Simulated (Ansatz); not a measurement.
Isolated molecules relaxed with PBE0-D4/def2-TZVP in Ansatz; ΔE leaves out vibrations. CBS: MP2 limit from def2 TZ/QZ plus the TZ coupled-cluster correction, frozen cores. Functionals use def2-TZVPP. Each species was taken in one conformer, which may not be the lowest.

Consider the redistribution: `C=N[SiH2][AlH][SiH3]` + `CC[SiH3]` → `[SiH3][CH2][AlH][SiH3]` + `C=N[SiH2]C`.

```tsv
level	ΔE (kcal/mol)	difference from CCSD(T)/CBS
PBE-D4	-11.9	3.7
ωB97X-V	-14.7	0.9
ωB97M-V	-17.2	-1.6
B2PLYP	-15.6	0.0
PBE	-12.0	3.6
r2SCAN	-15.5	0.1
HF/def2-TZVPP	-15.5	0.1
MP2/def2-TZVPP	-17.4	-1.8
SCS-MP2/def2-TZVPP	-16.4	-0.8
CCSD/def2-TZVPP	-15.1	0.5
HF/def2-QZVPP	-15.8	-0.2
MP2/def2-QZVPP	-17.8	-2.2
SCS-MP2/def2-QZVPP	-16.8	-1.2
HF/CBS(def2)	-15.8	-0.2
MP2/CBS(def2)	-18.0	-2.4
CCSD/CBS(def2)	-15.7	-0.1
CCSD(T)/CBS	-15.6	0
```

Largest T1 diagnostic among the species: 0.014.

From PBE to PBE0 (25 % exact exchange), in def2-TZVPP and without D4, ΔE moves by −1.1 kcal/mol.
